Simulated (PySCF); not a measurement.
Isomers of C7H9NO, one GFN2-xTB conformer each. Single-point energies are computed at PBE0/pcSseg-1 (PySCF, gas phase, no added dispersion term), electronic only.

```csv
SMILES,GFN2-xTB relative energy (kJ/mol)
C=C(C)C#CC(=O)NC,82.2
C#C/C=C(\C)CNC=O,103.8
CCc1cc[n+]([O-])cc1,0.0
```

Conformers: `[CH2:1]=[C:2]([CH3:3])[C:4]#[C:5][C:6](=[O:7])[NH:8][CH3:9]` with C5–C6–N8–C9 -179°; `[CH:1]#[C:2]/[CH:3]=[C:4](\[CH3:5])[CH2:6][NH:7][CH:8]=[O:9]` with C3–C4–C6–N7 -108°, C4–C6–N7–C8 -115°, C6–N7–C8–O9 -2°; `[CH3:1][CH2:2][c:3]1[cH:4][cH:5][n+:6]([O-:7])[cH:8][cH:9]1` with C1–C2–C3–C4 89°.

Q: What does PBE0/pcSseg-1 give for the same structures?

A: 
```
             SMILES  PBE0/pcSseg-1 E (Eh)  PBE0/pcSseg-1 (kJ/mol)  GFN2-xTB (kJ/mol)  point group
CCc1cc[n+]([O-])cc1            -401.56464                     0.0                0.0           Cs
   C=C(C)C#CC(=O)NC            -401.55142                    34.7               82.2      near Cs
   C#C/C=C(\C)CNC=O            -401.54673                    47.0              103.8           C1
```

Both levels put the same isomer lowest; measured from each level's own lowest isomer, the values differ by up to 56.8 kJ/mol (C#C/C=C(\C)CNC=O: 103.8 against 47.0). As drawn, the lowest has an N–O linkage, which the highest lacks; the highest has an N–H bond, which the lowest lacks.

Q: Which frontier levels, dipoles and rotational constants go with these structures?

A: 
```tsv
SMILES	HOMO (eV, PBE0/pcSseg-1)	LUMO (eV)	dipole (D)	A, B, C (MHz)
CCc1cc[n+]([O-])cc1	-6.10	-0.99	4.62	4614, 995.3, 883.7
C=C(C)C#CC(=O)NC	-7.18	-1.46	3.82	4472, 649.5, 571.9
C#C/C=C(\C)CNC=O	-6.95	-0.94	3.01	5182, 706.0, 665.8
```
